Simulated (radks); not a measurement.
Effect of the nuclear size on neutral rubidium, [Kr] 5s1. Method: Dirac Kohn-Sham, BLYP, spin-unpolarised, spherical densities, finite nucleus; Fermi nuclear charge, rms radius 4.2036 fm; computed with a radial shooting solver on a logarithmic mesh with Libxc functionals. The rms radius is varied about that value; shifts are against it.

| rms radius (fm) | total energy shift (eV) | density at nucleus (e/bohr^3) | 1s1/2 shift (meV) | 2s1/2 shift (meV) | 3p1/2 shift (meV) | 4s1/2 shift (meV) |
|---|---|---|---|---|---|---|
| 3.7622 | -0.144 | 5.548e+04 | -60.9 | -6.23 | 0.100 | -0.116 |
| 3.9598 | -0.0812 | 5.524e+04 | -34.4 | -3.52 | 0.056 | -0.066 |
| 4.2036 | 0 | 5.496e+04 | 0.000 | 0.000 | 0.000 | 0.000 |
| 4.4222 | 0.0765 | 5.473e+04 | 32.4 | 3.32 | -0.053 | 0.062 |
| 4.7333 | 0.192 | 5.441e+04 | 81.2 | 8.30 | -0.133 | 0.155 |

Slopes of the eigenvalues against <r^2> in GHz/fm^2, as finite differences over the two radii next to the reference (eigenvalue slopes, not the field-shift constants of lines): 1s1/2 4170, 2s1/2 426, 3p1/2 -6.84, 4s1/2 7.97.
